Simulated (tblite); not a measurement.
Species: C5H8BF3O.
Bonds: C1–C2 (double), C2–C3, C3–B4, B4–O5, O5–C6, C2–C7, C7–F8, C7–F9, C7–F10. Hydrogens: H11, H12 on C1; H13, H14 on C3; H15 on B4; H16, H17, H18 on C6.

Computed with GFN2-xTB (tblite), gas phase: L-BFGS steps from a force-field or distance-geometry start until the largest atomic force falls under 0.01 eV/Å.

Step 7: E = -933.0783 eV
```
atom  x, y, z in Å  |  force x, y, z in eV/Å
C1     -2.0924   -1.4988    0.2163   -0.122  -0.085   0.075
C2     -1.3809   -0.3757    0.1726   -0.233   0.113   0.136
C3      0.0950   -0.2741    0.3678   -0.190  -0.189   0.083
B4      0.8816    0.0810   -0.9767    0.651   0.884  -0.246
O5      2.2131    0.0806   -1.0708   -0.307  -0.166   0.612
C6      3.0608    0.2077    0.0557    0.056   0.245   0.045
C7     -2.0551    0.9490   -0.0340   -0.541   0.526   0.199
F8     -1.8973    1.8069    1.0079    0.393  -0.254   0.022
F9     -1.6655    1.6533   -1.1128    0.048  -0.250   0.065
F10    -3.3846    0.8381   -0.1354   -0.343  -0.161  -0.230
H11    -3.1762   -1.5673    0.0943    0.577   0.258  -0.028
H12    -1.5934   -2.4408    0.4148   -0.089   0.201  -0.091
H13     0.4262   -1.2687    0.6284    0.249  -0.399   0.339
H14     0.3170    0.3771    1.2331   -0.115  -0.067  -0.467
H15     0.3871    0.5696   -1.9173   -0.260  -0.601  -0.239
H16     3.7410   -0.6259    0.2621   -0.162  -0.035  -0.560
H17     2.5016    0.3811    0.9783   -0.062   0.029  -0.070
H18     3.6131    1.1134   -0.1961    0.450  -0.047   0.355
```

Step 8: E = -933.1875 eV
```
atom  x, y, z in Å  |  force x, y, z in eV/Å
C1     -2.1054   -1.5057    0.2129    0.105   0.192   0.106
C2     -1.3935   -0.3738    0.1825   -0.256  -0.106   0.100
C3      0.0886   -0.2605    0.3694   -0.176  -0.331  -0.142
B4      0.8868    0.0958   -0.9876    0.047   0.828  -0.181
O5      2.2053    0.1586   -1.0597    0.198  -0.297   0.721
C6      3.0786    0.2207    0.0635   -0.056   0.132   0.039
C7     -2.0712    0.9641   -0.0259   -0.220  -0.094   0.271
F8     -1.8941    1.8142    1.0195    0.210  -0.251  -0.179
F9     -1.6554    1.6435   -1.1129   -0.216  -0.196   0.229
F10    -3.4008    0.8254   -0.1207   -0.138   0.148  -0.258
H11    -3.1869   -1.5767    0.0836    0.518   0.321  -0.023
H12    -1.6260   -2.4606    0.4136   -0.004   0.355  -0.122
H13     0.4445   -1.2549    0.6249    0.110  -0.199   0.316
H14     0.3094    0.4014    1.2252   -0.094  -0.095  -0.448
H15     0.3737    0.4868   -1.9776   -0.067  -0.580   0.092
H16     3.7320   -0.6521    0.2318   -0.295   0.176  -0.641
H17     2.5436    0.3677    1.0097   -0.073   0.080  -0.220
H18     3.6618    1.1126   -0.1640    0.407  -0.084   0.339
```

Step 9: E = -933.2736 eV
```
atom  x, y, z in Å  |  force x, y, z in eV/Å
C1     -2.1112   -1.5075    0.2133    0.282   0.358   0.105
C2     -1.4045   -0.3703    0.1908   -0.151  -0.252   0.046
C3      0.0820   -0.2604    0.3673   -0.102  -0.292  -0.277
B4      0.8931    0.1221   -0.9949   -0.456   0.430   0.001
O5      2.2029    0.1955   -1.0405    0.477  -0.175   0.470
C6      3.0889    0.2319    0.0704   -0.076   0.018   0.047
C7     -2.0883    0.9745   -0.0177    0.105  -0.582   0.207
F8     -1.8850    1.8136    1.0266   -0.003  -0.161  -0.226
F9     -1.6510    1.6334   -1.1107   -0.375  -0.111   0.284
F10    -3.4173    0.8184   -0.1183    0.033   0.365  -0.191
H11    -3.1831   -1.5748    0.0769    0.217   0.306  -0.031
H12    -1.6437   -2.4664    0.4108    0.094   0.338  -0.111
H13     0.4581   -1.2534    0.6307   -0.045   0.032   0.203
H14     0.3026    0.4132    1.2101   -0.063  -0.078  -0.342
H15     0.3628    0.4280   -2.0126    0.105  -0.453   0.271
H16     3.7214   -0.6644    0.2005   -0.300   0.244  -0.564
H17     2.5646    0.3621    1.0240   -0.061   0.108  -0.179
H18     3.6989    1.1107   -0.1385    0.319  -0.092   0.289
```

Step 10: E = -933.3431 eV
```
atom  x, y, z in Å  |  force x, y, z in eV/Å
C1     -2.1131   -1.5055    0.2160    0.292   0.303   0.082
C2     -1.4129   -0.3695    0.1979    0.031  -0.222  -0.013
C3      0.0749   -0.2650    0.3613    0.011  -0.164  -0.297
B4      0.8933    0.1493   -0.9996   -0.432  -0.018   0.187
O5      2.2056    0.2193   -1.0186    0.238   0.002   0.073
C6      3.0965    0.2417    0.0772   -0.052  -0.006   0.052
C7     -2.1008    0.9738   -0.0085    0.260  -0.712   0.069
F8     -1.8773    1.8093    1.0282   -0.135  -0.070  -0.126
F9     -1.6546    1.6229   -1.1036   -0.384  -0.046   0.207
F10    -3.4298    0.8196   -0.1205    0.114   0.409  -0.088
H11    -3.1748   -1.5668    0.0714   -0.125   0.268  -0.038
H12    -1.6545   -2.4640    0.4065    0.202   0.199  -0.076
H13     0.4677   -1.2531    0.6396   -0.157   0.176   0.077
H14     0.2960    0.4195    1.1908   -0.031  -0.030  -0.210
H15     0.3560    0.3762   -2.0340    0.207  -0.282   0.322
H16     3.7080   -0.6690    0.1658   -0.205   0.170  -0.408
H17     2.5781    0.3604    1.0317   -0.050   0.112  -0.044
H18     3.7329    1.1074   -0.1134    0.214  -0.089   0.231
```

**Question.** Estimate the geometry and energy of step 11. (The exact step hangs on the optimiser's Hessian estimate; all steps are aligned on step 10, rigid shifts and turns removed.)

**Answer.** E = -933.3906 eV, largest force 0.475 eV/Å
```
atom  x, y, z in Å  |  force x, y, z in eV/Å
C1     -2.1129   -1.5019    0.2191    0.066   0.046   0.037
C2     -1.4165   -0.3726    0.2028    0.214  -0.041  -0.063
C3      0.0695   -0.2688    0.3530    0.107  -0.026  -0.203
B4      0.8900    0.1664   -1.0009   -0.225  -0.305   0.267
O5      2.2064    0.2412   -1.0023   -0.012   0.135  -0.175
C6      3.1023    0.2497    0.0831   -0.062   0.025   0.012
C7     -2.1052    0.9619    0.0000    0.190  -0.432  -0.053
F8     -1.8754    1.8047    1.0260   -0.144  -0.048   0.037
F9     -1.6648    1.6139   -1.0936   -0.249  -0.021   0.034
F10    -3.4349    0.8282   -0.1225    0.090   0.277   0.007
H11    -3.1706   -1.5566    0.0665   -0.257   0.238  -0.019
H12    -1.6601   -2.4587    0.4020    0.277   0.033  -0.041
H13     0.4720   -1.2485    0.6465   -0.179   0.168   0.003
H14     0.2904    0.4241    1.1727   -0.008   0.019  -0.113
H15     0.3550    0.3309   -2.0454    0.230  -0.139   0.302
H16     3.6945   -0.6706    0.1331   -0.105   0.058  -0.262
H17     2.5890    0.3604    1.0381   -0.042   0.094   0.064
H18     3.7626    1.1029   -0.0897    0.111  -0.081   0.166
```

The energy changes by -0.0475 eV. The first-order estimate −F·Δx gives -0.0682 eV and the mean of the old and new forces, exact on a quadratic surface, -0.0475 eV. The step makes an angle of 61° with the force vector and moves no atom by more than 0.047 Å.

The cost below is that of the whole relaxation. Time: 1.7 s of wall time. Hardware: Arm Neoverse V1, one thread, no GPU, shared host with 32 logical CPUs at a one-minute load of 21.
